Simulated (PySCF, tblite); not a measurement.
Isomers of C7H4FP, one GFN2-xTB conformer each. Single-point energies are computed at PBE0/pcSseg-1 (PySCF, gas phase, no added dispersion term), electronic only.

Question: Rank them by PBE0/pcSseg-1 energy, lowest first (kcal/mol).
A. `FC1=CC(C#P)=CC=C1`
B. `FC1=CC=C(C#P)C=C1`
C. `FC1=CC=CC=C1C#P`

Answer: B (0.0), A (0.5), C (1.2).

Neighbours under 2.5 kcal/mol apart (Fc1ccc(C#P)cc1 and Fc1cccc(C#P)c1; Fc1cccc(C#P)c1 and Fc1ccccc1C#P) can change places with a better method, another conformer or zero-point energy. GFN2-xTB itself gives, in the same order: 0.0, 0.1, 1.0. Both levels put the same isomer lowest; measured from each level's own lowest isomer, the values differ by up to 0.4 kcal/mol (Fc1cccc(C#P)c1: 0.1 against 0.5).

Question: Which frontier levels, dipoles and rotational constants go with these structures?

Answer: 
```tsv
SMILES	HOMO (eV, PBE0/pcSseg-1)	LUMO (eV)	dipole (D)	A, B, C (MHz)
Fc1ccc(C#P)cc1	-6.81	-2.03	0.43	5693, 635.1, 571.4
Fc1cccc(C#P)c1	-7.00	-2.22	1.61	3277, 751.1, 611.0
Fc1ccccc1C#P	-6.91	-2.12	2.65	2890, 942.2, 710.5
```

Question: What happens when harmonic zero-point energies from GFN2-xTB frequencies are added?

Answer: 
```json
{"SMILES": "Fc1ccc(C#P)cc1", "ZPE (kcal/mol)": "53.5", "electronic (kcal/mol)": "0.0", "with ZPE (kcal/mol)": "0.0"}
{"SMILES": "Fc1cccc(C#P)c1", "ZPE (kcal/mol)": "53.5", "electronic (kcal/mol)": "0.5", "with ZPE (kcal/mol)": "0.5"}
{"SMILES": "Fc1ccccc1C#P", "ZPE (kcal/mol)": "53.5", "electronic (kcal/mol)": "1.2", "with ZPE (kcal/mol)": "1.2"}
```

The zero-point energies span 0.0 kcal/mol. The order is unchanged.
